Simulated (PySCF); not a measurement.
Output of ΔSCF core-hole calculations on bromofluoromethane (`FCBr`).

The calculation used delta-SCF UKS SCAN, pcX-2 on the ionised atom, pcseg-1 elsewhere, spin-free X2C (PySCF 2.14.0). Atoms in this output count from 0. The cycles run on a coarse integration grid; for E(ground) and E(ion) the exchange–correlation energy is redone on a finer one, so they differ from the last cycle, and only they enter the binding energy.

Coordinates (Å, GFN2-xTB):
```
F     -0.797721     1.043404    -0.359165
C     -0.150225    -0.072146     0.017113
Br     1.773218     0.222197    -0.036130
H     -0.427750    -0.315658     1.045813
H     -0.388899    -0.874945    -0.684817
```

```
ground state, core basis on atom 0 (F), 96 functions
  cycle   1  E = -2737.83134474  |g| = 5.23e-01
  cycle   2  E = -2737.73815168  |g| = 9.52e-01
  cycle   3  E = -2737.87146381  |g| = 5.86e-02
  cycle   4  E = -2737.87208228  |g| = 2.30e-02
  cycle   5  E = -2737.87218244  |g| = 1.19e-02
  cycle   6  E = -2737.87222478  |g| = 1.96e-03
  cycle   7  E = -2737.87223180  |g| = 2.90e-04
  E(ground) = -2738.01612651 Eh
hole in F 1s of atom 0
  cycle   1  E = -2711.49608213  |g| = 2.58e+00
  cycle   2  E = -2710.71055424  |g| = 2.44e+00
  cycle   3  E = -2712.01234788  |g| = 7.70e-01
  cycle   4  E = -2712.23178294  |g| = 5.19e-01
  cycle   5  E = -2712.38039048  |g| = 6.14e-02
  cycle   6  E = -2712.38196900  |g| = 1.66e-02
  cycle   7  E = -2712.38210791  |g| = 2.89e-03
  cycle   8  E = -2712.38211371  |g| = 5.91e-04
  cycle   9  E = -2712.38211421  |g| = 1.79e-04
  E(ion) = -2712.53054163 Eh   <S^2> = 0.7572   hole on atom = 1.000
```

Question: What is the F 1s binding energy of atom 0?

Answer: (-2712.530542 − (-2738.016127)) Eh × 27.2114 eV/Eh = 693.50 eV, for the alkyl fluorine.

```
ground state, core basis on atom 1 (C), 96 functions
  cycle   1  E = -2737.83283613  |g| = 8.91e-02
  cycle   2  E = -2737.83130888  |g| = 1.20e-01
  cycle   3  E = -2737.83351421  |g| = 2.06e-02
  cycle   4  E = -2737.83358222  |g| = 3.83e-03
  cycle   5  E = -2737.83358534  |g| = 1.12e-03
  cycle   6  E = -2737.83358884  |g| = 9.03e-05
  E(ground) = -2737.97462696 Eh
hole in C 1s of atom 1
  cycle   1  E = -2726.44888128  |g| = 1.50e+00
  cycle   2  E = -2724.03256859  |g| = 2.55e+00
  cycle   3  E = -2726.57056161  |g| = 9.06e-01
  cycle   4  E = -2726.91931886  |g| = 5.04e-01
  ...
  cycle   8  E = -2727.00540228  |g| = 3.26e-03
  cycle   9  E = -2727.00541202  |g| = 1.49e-03
  cycle  10  E = -2727.00541488  |g| = 3.66e-04
  E(ion) = -2727.14397283 Eh   <S^2> = 0.7796   hole on atom = 1.000
```

Question: What is the C 1s binding energy of atom 1?

Answer: (-2727.143973 − (-2737.974627)) Eh × 27.2114 eV/Eh = 294.72 eV, for the sp3 C–F carbon.

The ground state is recomputed for each atom, because the flexible core basis sits on the ionised atom alone; energies of different blocks can't be mixed. Geometry: GFN2-xTB; no solvent, vibrations or thermal averaging.
Labels such as C1 count atoms from 1, the log's own numbers from 0.
